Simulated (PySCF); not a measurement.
CH₅BFNO, SMILES NB(O)CF. Geometry optimised at PBE0-D3(BJ)/def2-SVP. This is a generated structure with no PubChem entry under its InChIKey; it may be hypothetical. Other conformers were not sampled.

Computed equilibrium geometry at PBE0-D3(BJ)/def2-SVP (PySCF confirms it by a frequency run) as Cartesian coordinates in Å, and its point group (one conformer of several):
point group Cs.
```xyz
10

N      1.3731     0.5624     0.0000
B     -0.0290     0.5671     0.0000
O     -0.8189     1.6854     0.0000
C     -0.7786    -0.8320     0.0000
F      0.1242    -1.8856     0.0000
H      1.8577    -0.3260     0.0000
H      1.9756     1.3731     0.0000
H     -0.3279     2.5114     0.0000
H     -1.4333    -0.9264    -0.8855
H     -1.4333    -0.9264     0.8855
```
